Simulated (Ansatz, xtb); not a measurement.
**C5H9Cl2F: which of two isomers lies lower**

We compare a, `C[C@@H](F)[C@@H](Cl)CCCl`, a singlet, with b, `CC(C)[C@](F)(Cl)CCl`, a singlet. Both are isolated molecules in the gas phase, relaxed with PBE-D3(BJ)/def2-SVP; each stands in its lowest conformer found.

Task: Estimate which is lower in electronic energy at CCSD(T)/def2-SVP + ΔMP2/def2-TZVPP, and by roughly how much.

Result: Too close to call at this level: CCSD(T)/def2-SVP + ΔMP2/def2-TZVPP gives E(b) − E(a) = −1.96 kJ/mol.

Level by level:

```csv
level,geometry,E(b) − E(a) (kJ/mol),departure from the last row (kJ/mol),"job, with rough time for the two"
GFN2-xTB,GFN2-xTB,+2.73,+4.69,"optimisation, 0.2 s"
HF/STO-3G,GFN2-xTB,−2.45,−0.49,"single point, 0.58 s"
r2SCAN-D4/def2-SVP,GFN2-xTB,−8.54,−6.57,"single point, 5.4 s"
PBE-D3(BJ)/def2-SVP,PBE-D3(BJ)/def2-SVP,−7.68,−5.72,"optimisation, 24 s"
HF/def2-SVP,PBE-D3(BJ)/def2-SVP,+14.09,+16.06,part of the CCSD(T) run
MP2/def2-SVP,PBE-D3(BJ)/def2-SVP,−10.86,−8.90,part of the CCSD(T) run
CCSD(T)/def2-SVP,PBE-D3(BJ)/def2-SVP,−7.71,−5.75,single point
CCSD(T)/def2-SVP + ΔMP2/def2-TZVPP,PBE-D3(BJ)/def2-SVP,−1.96,,"single point, 2.8 min"
```

As drawn, both hold the same kinds of bond in the same numbers. Structure a has 1 methyl group, b 2.

The largest departure from CCSD(T)/def2-SVP + ΔMP2/def2-TZVPP is that of HF/def2-SVP, 16.06 kJ/mol. The last row adds to CCSD(T) the change of the MP2 difference between the two basis sets, here +5.75 kJ/mol.

With thermal terms from frequencies at re-optimised GFN2-xTB minima (ideal gas, soft modes damped towards free rotors, one conformer each, 298.15 K, 1 atm): the zero-point term adds −0.62 kJ/mol; ΔH is −2.33 and ΔG −0.73 kJ/mol.

The correlated steps freeze 16 core orbitals. Run with Ansatz 0.2.0, xtb 6.7.1; the last row on 4 threads of Arm Neoverse V1 on a shared host.
